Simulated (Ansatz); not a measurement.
Cu₅. The state is a doublet with charge 0. Geometry PBE-D4/def2-SVP, that of the charge +1 singlet; atoms count from 1.

```xyz
5

Cu    1.281   -1.897    0.596
Cu   -0.400    2.224    0.696
Cu    1.300   -1.198   -1.570
Cu    0.000    0.000    0.001
Cu   -2.181    0.871    0.277
```

The structure comes from a short search, and lower isomers may exist.

**Question.** Estimate the Mulliken populations from the PBE0/def2-TZVP orbitals of Ansatz.

**Answer.** 
```json
{"atom": "Cu1", "charge (e)": "0.00", "spin (α − β)": "0.25", "d electrons": "9.92"}
{"atom": "Cu2", "charge (e)": "0.00", "spin (α − β)": "0.25", "d electrons": "9.92"}
{"atom": "Cu3", "charge (e)": "0.00", "spin (α − β)": "0.25", "d electrons": "9.92"}
{"atom": "Cu4", "charge (e)": "0.01", "spin (α − β)": "0.01", "d electrons": "9.82"}
{"atom": "Cu5", "charge (e)": "0.00", "spin (α − β)": "0.25", "d electrons": "9.92"}
```
Mulliken values depend strongly on the basis.

**Question.** Where does the spin sit?

**Answer.** Summed by element: Cu 1.00, of 1 unpaired in all. Largest on single atoms: Cu3 0.25, Cu5 0.25, Cu2 0.25.

**Question.** And the Mayer bond orders between heavy atoms (over 0.3)?

**Answer.** Cu1–Cu3 0.48 (2.28 Å); Cu1–Cu4 0.42 (2.36 Å); Cu2–Cu4 0.42 (2.36 Å); Cu2–Cu5 0.48 (2.28 Å); Cu3–Cu4 0.42 (2.36 Å); Cu4–Cu5 0.42 (2.36 Å).
